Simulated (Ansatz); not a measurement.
`[CH3][Sn]([CH3])([CH3])[F]` and `[CH3][Sn]([CH3])([CH3])[I]` differ in one element.

Ansatz, PBE0-D4/def2-TZVP geometries, multiplicity 1. 

Elements past krypton have def2 core potentials.  Spin–orbit coupling is left out; it splits and shifts lone-pair levels of the heavy atoms by tenths of an eV.

| property | `[CH3][Sn]([CH3])([CH3])[F]` |
| --- | --- |
| size of the dipole moment (B3LYP/def2-TZVPP) / D | 3.20 |
| HOMO–LUMO gap (PBE0/def2-TZVPP) / eV | 8.34 |
| HOMO energy (PBE0/def2-TZVPP) / eV | -8.09 |
| HOMO–LUMO gap (PBE/def2-TZVPP) / eV | 6.21 |
| LUMO energy (PBE0/def2-TZVPP) / eV | 0.25 |
| size of the dipole moment (PBE/def2-TZVPP) / D | 3.06 |

Question: Give the same properties after the change, and the shifts. (Estimate.)

Answer: Ansatz gave: 
```
                                        property  `[CH3][Sn]([CH3])([CH3])[I]`  shift
size of the dipole moment (B3LYP/def2-TZVPP) / D                          3.20   0.00
            HOMO–LUMO gap (PBE0/def2-TZVPP) / eV                          6.65  -1.69
              HOMO energy (PBE0/def2-TZVPP) / eV                         -7.10   0.99
             HOMO–LUMO gap (PBE/def2-TZVPP) / eV                          4.67  -1.54
              LUMO energy (PBE0/def2-TZVPP) / eV                         -0.45  -0.70
  size of the dipole moment (PBE/def2-TZVPP) / D                          3.13   0.07
```

With PBE0 the HOMO rises by 0.99 eV and the LUMO falls by 0.70 eV, so the gap narrows by about 1.69 eV. PBE moves the HOMO by 0.83 eV and ωB97M-V by 1.05 eV. Dipoles are sizes alone; their direction can turn.

Positive LUMOs are unbound, so they and the gaps depend on the basis.

B3LYP here is the variant with VWN-RPA as its local correlation; programs differ in this.
